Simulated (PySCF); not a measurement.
## Gallium: a sound run and one with changed settings

Sound run: Ga²⁺ [Ar] 3d10 4s1, Ga³⁺ [Ar] 3d10. Computed with PySCF 2.14 in cc-pVDZ-DK, with scalar relativity by spin-free X2C-1e. The sound run starts from symmetry-adapted Hartree-Fock orbitals and uses a fine grid where one is needed.

Changed run: initial guess atom, at most 50 SCF cycles.

```tsv
species	method	sound run (hartree)	changed run (hartree)	converged
Ga²⁺	UHF	-1941.19076	-1941.19076	yes
Ga²⁺	BP86	-1943.04399	-1943.04399	yes
Ga²⁺	M06-L	-1942.69353	-1942.69353	yes
Ga³⁺	UHF	-1940.09939	-1940.09939	yes
Ga³⁺	BP86	-1941.88466	-1941.88466	yes
Ga³⁺	M06-L	-1941.56696	-1941.56696	yes
```

Here the plain start reaches the same solutions.
